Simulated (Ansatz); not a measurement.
`[SiH2]N[SiH2]Cl` radical, charge 0, multiplicity 2.

(1) Give a relaxed structure at PBE0-D4/def2-TZVP (Ansatz). (Best estimate.)

Results:

(1) The calculation gave: 
Z-matrix (Å, degrees):
```
Si
N 1 1.714
Cl 1 2.062 2 113.0
H 1 1.477 2 108.3 3 118.2
H 1 1.479 2 109.4 3 -118.0
Si 2 1.736 1 127.7 3 -85.5
H 2 1.012 1 115.5 3 80.0
H 6 1.493 2 109.1 1 -145.4
H 6 1.490 2 106.5 1 -25.4
```
This is one stationary point; other conformers may exist.
